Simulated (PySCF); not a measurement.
# Vibration and rotation of KRb

RHF-CCSD(T) constants of KRb, ¹Σ⁺ (singlet), closed shell (PySCF, scalar-relativistic core potentials, basis sets K def2-SVP, Rb def2-SVP with ECP28; masses 38.9637 and 84.9118 u):

* ωe: 70.8 cm⁻¹
* ωexe: 0.236 cm⁻¹
* Be: 0.036361 cm⁻¹
* αe: 0.000143 cm⁻¹
* D (centrifugal): 3.84e-08 cm⁻¹
* De to K + Rb: 0.461 eV

Q: Estimate the standard entropy (1 bar) and heat capacity of the ideal gas at 298.15 K, rigid rotor with B0 and harmonic oscillator at the fundamental.

A: Translation (Sackur–Tetrode, M = 123.88 u): 169.0 J/(mol K). Rotation: q = kT/(σB0) = 5710 with σ = 1, 80.2. Vibration: x = hcν0/kT = 0.339, 17.34. S° = 266.5 J/(mol K); Cp = 7R/2 + 8.24 = 37.3 J/(mol K).

Correlated steps freeze 5 core orbitals. Correlated levels converge slowly with the basis: in double zeta they bind strong bonds too weakly, by up to about 1 eV, and carry superposition errors of some tenths. Where the molecule has an RHF reference, its open-shell atoms are computed with UHF.
